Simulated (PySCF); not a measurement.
Compound: C6H11O2P.
Atom-mapped SMILES: `[CH3:1][P@@:2](=[O:3])([OH:4])[C:5]1=[CH:6][CH2:7][CH2:8][CH2:9]1` (hydrogens: H10, H11, H12 on C1; H13 on O4; H14 on C6; H15, H16 on C7; H17, H18 on C8; H19, H20 on C9)

Level of theory: TDDFT B3LYP/def2-SVPD, vertical, gas phase, core orbitals frozen in the response in PySCF 2.14.0, density-fitted response routines. One conformer (not necessarily the lowest) at the PBE0-D3(BJ)/def2-SVP geometry, without solvent, vibrations or thermal averaging.

Kohn–Sham orbitals with the atoms that hold most of them (Löwdin shares over 4%, at most four atoms; ? is withheld):

| orbital | ε (eV) | atoms |
| --- | --- | --- |
| HOMO-3 | -9.11 | O4 41%, O3 14%, C5 12%, P2 8% |
| HOMO-2 | -7.94 | O3 71%, O4 12%, P2 10% |
| HOMO-1 | -7.57 | O3 52%, P2 13%, C5 10%, C1 9% |
| HOMO | -7.19 | ? |
| LUMO | ? | ? |
| LUMO+1 | 0.03 | O4 18%, H13 11%, C1 10%, C6 8% |
| LUMO+2 | 0.54 | O4 19%, H13 12%, C8 12%, H17 8% |

Problem. Give the leading atoms of the LUMO.

Solution. C6 (bonded to 2 C and H) 33%; C5 (bonded to 2 C and P) 28%; P2 (bonded to 2 C and 2 O) 8%; C7 (bonded to 2 C and 2 H) 6%. By element: carbon 67% or more, phosphorus 8%.

Problem. Which atoms hold the HOMO, and with what shares?

Solution. C5 (bonded to 2 C and P) 28%; C6 (bonded to 2 C and H) 25%; O3 (bonded to P) 12%; C7 (bonded to 2 C and 2 H) 8%. By element: carbon 61% or more, oxygen 12% or more.

Problem. What is the LUMO energy, and the HOMO–LUMO gap?

Solution. ε(LUMO) = -0.72 eV; the gap is 6.47 eV (0.2379 hartree).

Problem. How does S1 compare with the orbital gap of 6.47 eV?

Solution. S1 is at 5.77 eV (f = 0.027), 0.71 eV below the gap, made of HOMO-1→LUMO (73%), HOMO→LUMO (24%). Its leading pair isn't HOMO and LUMO; the energies of that pair differ by 6.85 eV. 

Problem. One configuration dominates each of S1, S4, S5 and S7. Which, and how do the shares of the two leading atoms of either orbital change from the occupied to the empty one?

Solution. 
- S1 (5.77 eV, f 0.027), HOMO-1→LUMO (73%): O3 52% → at most 6%, P2 13% → 8%, C6 at most 10% → 33%, C5 10% → 28%
- S4 (6.43 eV, f 0.055), HOMO→LUMO+1 (76%): C5 28% → at most 9%, C6 25% → 8%, O4 at most 8% → 18%, H13 at most 8% → 11%
- S5 (6.76 eV, f 0.023), HOMO-1→LUMO+1 (86%): O3 52% → at most 9%, P2 13% → at most 9%, O4 at most 10% → 18%, H13 at most 10% → 11%
- S7 (7.16 eV, f 0.028), HOMO-2→LUMO+1 (92%): O3 71% → at most 9%, O4 12% → 18%, H13 at most 4% → 11%

Time: 6.7 min wall (grids of density and orbitals included); peak memory 1.2 GiB. Hardware: Arm Neoverse V1, one thread, shared host with 64 logical CPUs at a one-minute load of 12.
